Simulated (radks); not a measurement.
Al5+, 8 electrons, occupied as [He] 2s2 2p4 (the NIST ground configuration). Method: scalar-relativistic Kohn-Sham, BLYP, spin-polarised, spherical densities, finite nucleus; open shells are filled with parallel spins first; Fermi nuclear charge, rms radius 3.061 fm; computed with a radial shooting solver on a logarithmic mesh with Libxc functionals.

X-ray form factor f0, the Fourier transform of the density (f0(0) = 8):

sin(theta)/lambda (1/angstrom),f0 (electrons)
0.05,7.958
0.1,7.834
0.15,7.635
0.2,7.368
0.25,7.046
0.3,6.681
0.4,5.878
0.5,5.055
0.6,4.289
0.8,3.070
1,2.292
1.25,1.760
1.5,1.490
2,1.204
